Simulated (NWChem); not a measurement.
All runs are NWChem calculations. System: Cl$_{3}$Ga, charge 0, spin multiplicity 1, displaced from the optimised geometry. The structure started from a generated list of species. Level: BP86/def2-SVP.

The NWChem input:

```
start mol
memory heap 200 mb stack 900 mb global 1100 mb
geometry units angstroms nocenter noautoz
  Ga     0.000000     0.000000    -0.000005
  Cl     0.000000     0.000000     2.180146
  Cl     1.888074     0.000000    -1.090068
  Cl    -1.888074     0.000000    -1.090068
  symmetry group C2v
end
basis spherical
  * library def2-svp
end
dft
  xc becke88 perdew86
  semidirect memsize 60000000 filesize 0
  iterations 100
  grid xcoarse
end
task dft gradient
```

Part of the output:

```
             Northwest Computational Chemistry Package (NWChem) 7.3.0
             --------------------------------------------------------

                                NWChem Input Module
                                -------------------

 Scaling coordinates for geometry "geometry" by  1.889725989
 (inverse scale =  0.529177249)

 Turning off AUTOSYM since
 SYMMETRY directive was detected!

                             Geometry "geometry" -> ""
                             -------------------------

 Output coordinates in angstroms (scale by  1.889725989 to convert to a.u.)

  No.       Tag          Charge          X              Y              Z
 ---- ---------------- ---------- -------------- -------------- --------------
    1 Ga                  31.0000     0.00000000     0.00000000    -0.00000500
    2 Cl                  17.0000     0.00000000     0.00000000     2.18014600
    3 Cl                  17.0000     1.88807400     0.00000000    -1.09006800
    4 Cl                  17.0000    -1.88807400     0.00000000    -1.09006800

 Effective nuclear repulsion energy (a.u.)     505.2473107341

            Nuclear Dipole moment (a.u.)
            ----------------------------
        X                 Y               Z
 ---------------- ---------------- ----------------
     0.0000000000     0.0000000000     0.0000283459

      Symmetry information
      --------------------

 Group name             C2v
 Group number             16
 Group order               4
 No. of unique centers     3

      Symmetry unique atoms

     1    2    3


 Summary of "ao basis" -> "" (spherical)
 ------------------------------------------------------------------------------
       Tag                 Description            Shells   Functions and Types
 ---------------- ------------------------------  ------  ---------------------
 *                          def2-svp                  on all atoms

  perdew86 is a nonlocal functional; adding perdew81 local functional.

                                 NWChem DFT Module
                                 -----------------

 Summary of "ao basis" -> "ao basis" (spherical)
 ------------------------------------------------------------------------------
       Tag                 Description            Shells   Functions and Types
 ---------------- ------------------------------  ------  ---------------------
 Ga                         def2-svp                12       32   5s4p3d
 Cl                         def2-svp                 8       18   4s3p1d

 Summary of "ao basis" -> "ao basis" (spherical)
 ------------------------------------------------------------------------------
       Tag                 Description            Shells   Functions and Types
 ---------------- ------------------------------  ------  ---------------------
 Ga                         def2-svp                12       32   5s4p3d
 Cl                         def2-svp                 8       18   4s3p1d

      Symmetry analysis of basis
      --------------------------

        a1         37
        a2          9
        b1         24
        b2         16

            General Information
            -------------------
          SCF calculation type: DFT
          Wavefunction type:  closed shell.
          No. of atoms     :     4
          No. of electrons :    82
           Alpha electrons :    41
            Beta electrons :    41
          Charge           :     0
          Spin multiplicity:     1
          Use of symmetry is: on ; symmetry adaption is: on
[...]
    61      0.342476  3 Cl px                79     -0.342476  4 Cl px
    42      0.232372  2 Cl pz                58      0.201236  3 Cl px
    76     -0.201236  4 Cl px                63     -0.197745  3 Cl pz

 Vector   43  Occ=0.000000D+00  E=-8.879705D-02  Symmetry=b2
              MO Center= -1.3D-15, -1.9D-16, -1.3D-05, r^2= 3.6D+00
   Bfn.  Coefficient  Atom+Function         Bfn.  Coefficient  Atom+Function
  ----- ------------  ---------------      ----- ------------  ---------------
    13      0.595967  1 Ga py                16      0.561827  1 Ga py
    10     -0.256686  1 Ga py                44     -0.243518  2 Cl py
    62     -0.243523  3 Cl py                80     -0.243523  4 Cl py
    41     -0.150968  2 Cl py                59     -0.150966  3 Cl py
    77     -0.150966  4 Cl py                38     -0.084437  2 Cl py

 Vector   44  Occ=0.000000D+00  E= 3.355414D-02  Symmetry=b1
              MO Center=  1.6D-11, -9.8D-16,  3.0D-01, r^2= 4.6D+00
   Bfn.  Coefficient  Atom+Function         Bfn.  Coefficient  Atom+Function
  ----- ------------  ---------------      ----- ------------  ---------------
    15      1.028488  1 Ga px                12      0.489712  1 Ga px
    54     -0.373390  3 Cl s                 72      0.373390  4 Cl s
    43     -0.302663  2 Cl px                63     -0.278538  3 Cl pz
    81      0.278538  4 Cl pz                 9     -0.204878  1 Ga px
    53     -0.201732  3 Cl s                 71      0.201732  4 Cl s

 center of mass
 --------------
 x =   0.00000000 y =   0.00000000 z =   0.00000006

 moments of inertia (a.u.)
 ------------------
         890.307659160337           0.000000000000           0.000000000000
           0.000000000000        1780.629527754656           0.000000000000
           0.000000000000           0.000000000000         890.321868594319

     Multipole analysis of the density
     ---------------------------------

     L   x y z        total         alpha         beta         nuclear
     -   - - -        -----         -----         ----         -------
     0   0 0 0     -0.000000    -41.000000    -41.000000     82.000000

     1   1 0 0     -0.000000     -0.000000     -0.000000      0.000000
     1   0 1 0     -0.000000     -0.000000     -0.000000      0.000000
     1   0 0 1      0.000020     -0.000004     -0.000004      0.000028

     2   2 0 0    -41.379201   -237.103234   -237.103234    432.827267
     2   1 1 0      0.000000      0.000000      0.000000      0.000000
     2   1 0 1     -0.000000     -0.000000     -0.000000      0.000000
     2   0 2 0    -37.649210    -18.824605    -18.824605      0.000000
     2   0 1 1      0.000000      0.000000      0.000000      0.000000
     2   0 0 2    -41.378831   -237.099595   -237.099595    432.820359

            General Information
            -------------------
          SCF calculation type: DFT
          Wavefunction type:  closed shell.
          No. of atoms     :     4
          No. of electrons :    82
           Alpha electrons :    41
            Beta electrons :    41
          Charge           :     0
          Spin multiplicity:     1
          Use of symmetry is: on ; symmetry adaption is: on
          Maximum number of iterations: 100
          AO basis - number of functions:    86
                     number of shells:    36
          Convergence on energy requested:  1.00D-06
          Convergence on density requested:  1.00D-05
          Convergence on gradient requested:  5.00D-04

              XC Information
              --------------
                    Becke 1988 Exchange Functional  1.000
                Perdew 1981 Correlation Functional  1.000 local
                Perdew 1986 Correlation Functional  1.000 non-local

             Grid Information
             ----------------
          Grid used for XC integration:  xcoarse
          Radial quadrature: Mura-Knowles
          Angular quadrature: Lebedev.
          Tag              B.-S. Rad. Rad. Pts. Rad. Cut. Ang. Pts.
          ---              ---------- --------- --------- ---------
          Ga                  1.30       75           7.0       194
          Cl                  1.00       42           9.0       194
          Grid pruning is: on
          Number of quadrature shells:   159
          Spatial weights used:  Erf1

          Convergence Information
          -----------------------
          Convergence aids based upon iterative change in
          total energy or number of iterations.
          Levelshifting, if invoked, occurs when the
          HOMO/LUMO gap drops below (HL_TOL):  1.00D-02
          DIIS, if invoked, will attempt to extrapolate
          using up to (NFOCK): 10 stored Fock matrices.

                    Damping( 0%)  Levelshifting(0.5)       DIIS
                  --------------- ------------------- ---------------
          dE  on:    start            ASAP                start
          dE off:    2 iters        100 iters           100 iters

      Screening Tolerance Information
      -------------------------------
          Density screening/tol_rho:  1.00D-10
          AO Gaussian exp screening on grid/accAOfunc:  14
          CD Gaussian exp screening on grid/accCDfunc:  20
          XC Gaussian exp screening on grid/accXCfunc:  20
          Schwarz screening/accCoul:  1.00D-08

                            NWChem DFT Gradient Module
                            --------------------------

  charge          =   0.00
  wavefunction    = closed shell

  Using symmetry

                         DFT ENERGY GRADIENTS

    atom               coordinates                        gradient
                 x          y          z           x          y          z
   1 Ga      0.000000   0.000000  -0.000009    0.000000   0.000000  -0.000037
   2 Cl      0.000000   0.000000   4.119879    0.000000   0.000000   0.011303
   3 Cl      3.567943   0.000000  -2.059930    0.009759   0.000000  -0.005633
   4 Cl     -3.567943   0.000000  -2.059930   -0.009759  -0.000000  -0.005633

                 ----------------------------------------
                 |  Time  |  1-e(secs)   |  2-e(secs)   |
                 ----------------------------------------
                 |  CPU   |       0.01   |       1.91   |
                 ----------------------------------------
                 |  WALL  |       0.01   |       1.91   |
                 ----------------------------------------

 Task  times  cpu:        4.1s     wall:        4.1s

 Total times  cpu:        4.1s     wall:        4.1s
```
